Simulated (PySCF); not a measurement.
PySCF input for Si(H)(Me)3 (C3H10Si), SMILES [SiH](C)(C)C, PBE-D3(BJ)/def2-SVP. The structure is a stationary point at PBE-D3(BJ)/def2-SVP. The isomer is the one that the SMILES or the coordinates give; other isomers of the formula were not compared.

```python
import numpy as np
from pyscf import gto, scf, dft, df
from pyscf.hessian import thermo

mol = gto.M(
    atom='''
    Si    0.00000000   -0.00000000    0.38282931
    C    -1.55298760    0.89661781   -0.22528909
    C     1.55298760    0.89661781   -0.22528910
    C    -0.00000000   -1.79323561   -0.22528910
    H     0.00000000    0.00000000    1.89427500
    H    -1.58767162    0.91664264   -1.33444859
    H    -2.47380657    0.39336624    0.13411068
    H    -1.57756845    1.94569621    0.13411068
    H     2.47380658    0.39336625    0.13411068
    H     1.58767163    0.91664264   -1.33444858
    H     1.57756845    1.94569621    0.13411068
    H    -0.00000000   -1.83328528   -1.33444858
    H    -0.89623812   -2.33906247    0.13411068
    H     0.89623813   -2.33906247    0.13411068
    ''',
    basis='def2-SVP',
    charge=0,
    spin=0,
    max_memory=1600,
    verbose=3,
)
mf = dft.RKS(mol, xc='pbe').density_fit(auxbasis='def2-universal-jkfit')
mf.disp = 'd3bj'
mf.grids.level = 3
mf.conv_tol = 1e-11
mf.max_cycle = 100
mf.kernel()

# analytic Hessian; the response equations are solved on a coarser grid
h, args, fine = mf.Hessian(), (mf.mo_energy, mf.mo_coeff, mf.mo_occ), mf.grids
h.max_memory = max(150, 2.5e-5 * df.make_auxmol(mol, mf.with_df.auxbasis).nao * mol.nelec[0] * (mol.nelec[0] + mol.nao))  # MB; small integral blocks
h1ao = h.make_h1(mf.mo_coeff, mf.mo_occ)
mf.grids = dft.Grids(mol).set(level=1).build(with_non0tab=True)
mo1, mo_e1 = h.solve_mo1(*args, h1ao)
mf.grids = fine
hess = h.hess_elec(*args, mo1, mo_e1, h1ao) + h.hess_nuc()
if mf.do_disp():
    hess += h.get_dispersion()
for i in range(mol.natm):  # the analytic DFT Hessian lacks the response of the grid: restore translational invariance
    hess[i, i] -= hess[i].sum(axis=0)
hess = (hess + hess.transpose(1, 0, 3, 2)) / 2
vib = thermo.harmonic_analysis(mol, hess, imaginary_freq=False)
thermo.dump_normal_mode(mol, vib)
th = thermo.thermo(mf, vib['freq_au'][vib['freq_au'] > 0], 298.15, 101325)
thermo.dump_thermo(mol, th)
g0 = mf.nuc_grad_method().set(verbose=0).kernel()

# dipole derivatives [dipole axis, atom, xyz] from the same response
r, irp = mol.intor('int1e_r'), mol.intor('int1e_irp').reshape(3, 3, mol.nao, mol.nao)
sl, dm0, ok = mol.aoslice_by_atom(), np.array(mf.make_rdm1()), []
dmu = np.einsum('a,xt->xat', mol.atom_charges(), np.eye(3))
for a, (_, _, p0, p1) in enumerate(sl):
    dmu[:, a] += 2 * np.einsum('xtij,ij->xt', irp[:, :, :, p0:p1], dm0.reshape(-1, mol.nao, mol.nao).sum(0)[:, p0:p1])
    for u, c, occ, f in [(mo1, mf.mo_coeff, mf.mo_occ, 4)]:
        dmu[:, a] -= f * np.einsum('tui,xuv,vi->xt', u[a], r, c[:, occ > 0], optimize=True)
L = vib['norm_mode']
ir = 974.8801 * (np.einsum('xat,kat->kx', dmu, L) ** 2).sum(1)       # km/mol
apt = np.einsum('xax->a', dmu) / 3
print('mode   freq/cm-1   IR/(km/mol)')
for k, w in enumerate(vib['freq_wavenumber']):
    print(f'{k + 1:4d} {w:11.2f} {ir[k]:13.3f}')
print('max |gradient| / (hartree/bohr):', abs(g0).max())
print('APT charges:', apt.round(4))
```

Output:

```
[...]
Normal mode                   x     y     z       x     y     z       x     y     z
       0  Si                 0.01  0.00  0.00   -0.00 -0.00  0.00    0.00 -0.00  0.00
       1   C                -0.07  0.04 -0.03   -0.06  0.03 -0.03   -0.02 -0.03 -0.00
       2   C                -0.08 -0.05  0.03    0.06  0.03 -0.03   -0.02  0.03  0.00
       3   C                -0.00 -0.01 -0.00    0.00 -0.07 -0.03    0.04  0.00  0.00
       4   H                -0.02 -0.00  0.00    0.00  0.00  0.01   -0.00  0.00  0.00
       5   H                 0.29 -0.16 -0.03    0.26 -0.15 -0.03    0.21  0.36 -0.00
       6   H                 0.16 -0.23  0.16    0.15 -0.21  0.15    0.08 -0.01  0.26
       7   H                 0.29 -0.03  0.15    0.26 -0.03  0.15   -0.05  0.06 -0.26
       8   H                 0.19  0.27 -0.19   -0.15 -0.21  0.15    0.08  0.01 -0.26
       9   H                 0.34  0.19  0.04   -0.26 -0.15 -0.03    0.21 -0.36  0.00
      10   H                 0.33  0.03 -0.18   -0.26 -0.03  0.15   -0.05 -0.06  0.26
      11   H                 0.01  0.05 -0.01   -0.00  0.30 -0.03   -0.41 -0.00  0.00
      12   H                -0.02  0.04  0.03   -0.10  0.23  0.15   -0.03 -0.07 -0.26
      13   H                 0.02  0.05  0.02    0.10  0.23  0.15   -0.03  0.07  0.26
Mode                                21                  22                  23
Irrep
Freq [cm^-1]                     1379.9471           1379.9482           1390.0910
Reduced mass [au]                   1.0504              1.0504              1.0466
Force const [Dyne/A]                1.1785              1.1785              1.1916
Char temp [K]                    1985.4366           1985.4382           2000.0314
Normal mode                   x     y     z       x     y     z       x     y     z
       0  Si                 0.00 -0.00  0.00   -0.00 -0.00  0.00    0.00  0.01  0.00
       1   C                 0.01  0.00 -0.02   -0.01  0.01  0.04    0.02  0.03  0.01
       2   C                -0.01  0.01 -0.02   -0.01 -0.01 -0.04   -0.02  0.03  0.01
       3   C                -0.00 -0.02  0.05    0.01 -0.00  0.00    0.00  0.00 -0.01
       4   H                -0.00  0.01  0.00    0.01  0.00  0.00   -0.00 -0.03 -0.00
       5   H                 0.06 -0.18 -0.02   -0.24  0.05  0.04   -0.28 -0.40  0.01
       6   H                -0.06  0.20  0.09    0.04 -0.32 -0.33   -0.10 -0.03 -0.35
       7   H                -0.17 -0.09  0.25    0.32  0.11 -0.23    0.11 -0.06  0.27
       8   H                 0.06  0.19  0.08    0.04  0.33  0.33    0.10 -0.03 -0.35
       9   H                -0.05 -0.18 -0.02   -0.25 -0.06 -0.04    0.28 -0.40  0.01
      10   H                 0.16 -0.09  0.24    0.33 -0.11  0.24   -0.11 -0.06  0.26
      11   H                 0.00 -0.28  0.04   -0.15 -0.01  0.00   -0.01  0.08 -0.01
      12   H                -0.30  0.24 -0.33   -0.02 -0.02 -0.10    0.07 -0.06  0.08
      13   H                 0.30  0.24 -0.33   -0.00  0.03  0.08   -0.07 -0.06  0.09
Mode                                24                  25                  26
Irrep
Freq [cm^-1]                     1390.1036           1397.5162           2127.1335
Reduced mass [au]                   1.0466              1.0441              1.0403
Force const [Dyne/A]                1.1916              1.2015              2.7733
Char temp [K]                    2000.0496           2010.7147           3060.4715
Normal mode                   x     y     z       x     y     z       x     y     z
       0  Si                 0.01 -0.00 -0.00   -0.00 -0.00  0.01   -0.00  0.00 -0.03
       1   C                 0.01  0.02 -0.01   -0.01  0.01  0.03    0.00 -0.00 -0.00
       2   C                 0.01 -0.02  0.01    0.01  0.01  0.03   -0.00 -0.00 -0.00
       3   C                 0.04 -0.00  0.00   -0.00 -0.01  0.03   -0.00  0.00 -0.00
       4   H                -0.03  0.00  0.00    0.00  0.00  0.01    0.00 -0.00  0.98
       5   H                -0.08 -0.27 -0.01   -0.18  0.11  0.03   -0.01  0.00 -0.00
       6   H                -0.07  0.09 -0.10    0.05 -0.28 -0.23    0.00  0.00 -0.00
       7   H                -0.04 -0.08  0.25    0.27  0.10 -0.23   -0.00 -0.00 -0.00
       8   H                -0.07 -0.09  0.11   -0.05 -0.28 -0.23   -0.00  0.00 -0.00
       9   H                -0.08  0.28  0.01    0.18  0.11  0.03    0.01  0.00 -0.00
      10   H                -0.04  0.08 -0.26   -0.27  0.10 -0.23    0.00 -0.00 -0.00
      11   H                -0.56 -0.00  0.00    0.00 -0.21  0.03    0.00 -0.01 -0.00
      12   H                -0.04 -0.11 -0.36   -0.22  0.18 -0.23    0.00 -0.00 -0.00
      13   H                -0.04  0.11  0.36    0.22  0.18 -0.23   -0.00 -0.00 -0.00
Mode                                27                  28                  29
Irrep
Freq [cm^-1]                     2970.6784           2970.6922           2971.2396
Reduced mass [au]                   1.0358              1.0358              1.0357
Force const [Dyne/A]                5.3856              5.3856              5.3874
Char temp [K]                    4274.1448           4274.1647           4274.9523
Normal mode                   x     y     z       x     y     z       x     y     z
       0  Si                -0.00 -0.00  0.00    0.00 -0.00 -0.00    0.00  0.00  0.00
       1   C                -0.02  0.01 -0.01   -0.03  0.02 -0.01   -0.02  0.01 -0.01
       2   C                 0.02  0.01 -0.01   -0.03 -0.02  0.01    0.02  0.01 -0.01
       3   C                -0.00  0.04  0.02    0.00  0.00  0.00    0.00 -0.03 -0.01
       4   H                 0.00  0.00 -0.00   -0.00  0.00  0.00   -0.00 -0.00 -0.00
       5   H                 0.00 -0.00  0.24    0.00 -0.00  0.43    0.00 -0.00  0.34
       6   H                 0.18  0.11 -0.08    0.32  0.19 -0.13    0.25  0.15 -0.11
       7   H                -0.00 -0.21 -0.07   -0.00 -0.37 -0.13   -0.00 -0.29 -0.11
       8   H                -0.21  0.12 -0.09    0.31 -0.18  0.13   -0.25  0.14 -0.10
       9   H                -0.00 -0.00  0.27    0.00  0.00 -0.41   -0.00 -0.00  0.33
      10   H                 0.00 -0.23 -0.08   -0.00  0.36  0.13    0.00 -0.29 -0.10
      11   H                 0.00 -0.00 -0.47   -0.00 -0.00 -0.02   -0.00  0.00  0.36
      12   H                -0.36 -0.20  0.15   -0.02 -0.01  0.01    0.27  0.16 -0.11
      13   H                 0.36 -0.20  0.15    0.01 -0.01  0.01   -0.27  0.16 -0.11
Mode                                30                  31                  32
Irrep
Freq [cm^-1]                     3067.3877           3067.3914           3068.4073
Reduced mass [au]                   1.1020              1.1020              1.1013
Force const [Dyne/A]                6.1088              6.1088              6.1089
Char temp [K]                    4413.2880           4413.2933           4414.7550
Normal mode                   x     y     z       x     y     z       x     y     z
       0  Si                -0.00  0.00 -0.00   -0.00 -0.00  0.00   -0.00  0.00  0.00
       1   C                -0.02  0.01  0.06    0.01  0.00 -0.03   -0.02  0.01  0.05
       2   C                -0.02 -0.01 -0.05   -0.02 -0.00 -0.04    0.02  0.01  0.05
       3   C                 0.01  0.00 -0.01    0.00 -0.02  0.07    0.00 -0.02  0.05
       4   H                -0.00  0.00  0.00   -0.00 -0.00 -0.00    0.00  0.00 -0.01
       5   H                -0.02  0.01 -0.56    0.01 -0.00  0.25   -0.02  0.01 -0.44
       6   H                 0.24  0.13 -0.08   -0.15 -0.08  0.06    0.20  0.11 -0.07
       7   H                 0.00 -0.31 -0.10    0.00  0.09  0.02    0.00 -0.23 -0.07
       8   H                 0.20 -0.12  0.07    0.19 -0.11  0.07   -0.20  0.11 -0.07
       9   H                -0.02 -0.01  0.50   -0.01 -0.01  0.35    0.02  0.01 -0.44
      10   H                 0.00  0.29  0.09    0.00  0.15  0.04   -0.00 -0.23 -0.07
      11   H                 0.00  0.00  0.06    0.00 -0.02 -0.61   -0.00 -0.02 -0.43
      12   H                -0.07 -0.04  0.03    0.27  0.16 -0.10    0.19  0.11 -0.07
      13   H                -0.01  0.01 -0.01   -0.28  0.16 -0.10   -0.19  0.11 -0.07
Mode                                33                  34                  35
Irrep
Freq [cm^-1]                     3072.8505           3073.0009           3073.0077
Reduced mass [au]                   1.1022              1.1019              1.1019
Force const [Dyne/A]                6.1316              6.1306              6.1306
Char temp [K]                    4421.1478           4421.3642           4421.3738
Normal mode                   x     y     z       x     y     z       x     y     z
       0  Si                -0.00  0.00  0.00   -0.00 -0.00 -0.00   -0.00  0.00  0.00
       1   C                 0.02  0.04  0.00   -0.02 -0.03  0.01    0.03  0.05  0.00
       2   C                 0.02 -0.04 -0.00   -0.02  0.03 -0.01   -0.03  0.06  0.00
       3   C                -0.05  0.00 -0.00   -0.07 -0.00  0.00   -0.00  0.00 -0.01
       4   H                 0.00 -0.00 -0.00    0.00  0.00  0.00    0.00 -0.00 -0.00
       5   H                 0.00  0.01 -0.00   -0.01 -0.01 -0.04    0.00  0.01 -0.03
       6   H                -0.31 -0.17  0.13    0.29  0.15 -0.11   -0.36 -0.19  0.14
       7   H                 0.01 -0.36 -0.13   -0.01  0.27  0.10    0.02 -0.44 -0.16
       8   H                -0.31  0.17 -0.12    0.24 -0.13  0.09    0.40 -0.21  0.16
       9   H                 0.00 -0.01  0.00   -0.00  0.00  0.05   -0.01  0.01 -0.02
      10   H                 0.01  0.36  0.13   -0.01 -0.21 -0.08   -0.02 -0.48 -0.17
      11   H                -0.01  0.00  0.00   -0.01 -0.00 -0.00   -0.00  0.00  0.05
      12   H                 0.33  0.20 -0.14    0.43  0.27 -0.18   -0.00 -0.00 -0.00
      13   H                 0.33 -0.20  0.14    0.42 -0.26  0.18    0.05 -0.03  0.02
temperature 298.1500 [K]
pressure 101325.00 [Pa]
Rotational constants [GHz] 5.20883 5.20883 3.08191
Symmetry number 3
Zero-point energy (ZPE) 0.11522 [Eh]   302521.977 [J/mol]
                           tot       elec      trans        rot        vib
Entropy [J/mol/K]       333.883      0.000    162.458     98.627     72.798
Cv [J/mol/K]            113.012      0.000     12.472     12.472     88.069
Cp [J/mol/K]            121.327      0.000     20.786     12.472     88.069
Internal energy [J/mol]                      3718.434   3718.434 315162.567
Internal energy [Eh]   -409.22893  -409.35180
Enthalpy [J/mol]                             6197.391   3718.434 315162.567
Enthalpy [Eh]          -409.22799
Gibbs free energy [J/mol]                  -42239.496 -25687.155 293457.698
Gibbs free energy [Eh] -409.26590
mode   freq/cm-1   IR/(km/mol)
   1      149.09         0.000
   2      163.87         0.000
   3      163.88         0.000
   4      195.33         0.577
   5      195.35         0.577
   6      229.31         0.874
   7      592.62         6.349
   8      592.64         6.349
   9      603.44         1.356
  10      651.76         0.000
  11      690.22        10.334
  12      690.23        10.334
  13      819.67        21.371
  14      819.67        21.368
  15      839.53        66.222
  16      879.86       154.762
  17      879.86       154.770
  18     1212.12        28.307
  19     1212.13        28.310
  20     1221.93         5.448
  21     1375.80         0.000
  22     1379.95         0.286
  23     1379.95         0.284
  24     1390.09         2.985
  25     1390.10         2.984
  26     1397.52         9.915
  27     2127.13       149.756
  28     2970.68         6.009
  29     2970.69         6.014
  30     2971.24         2.367
  31     3067.39         0.762
  32     3067.39         0.760
  33     3068.41        16.705
  34     3072.85         0.012
  35     3073.00         9.306
  36     3073.01         9.321
max |gradient| / (hartree/bohr): 5.076159111390527e-05
APT charges: [ 1.2553 -0.3511 -0.3511 -0.3511 -0.3028  0.0102  0.0117  0.0117  0.0117
  0.0102  0.0117  0.0103  0.0117  0.0117]
```

The calculation finished and met its thresholds.
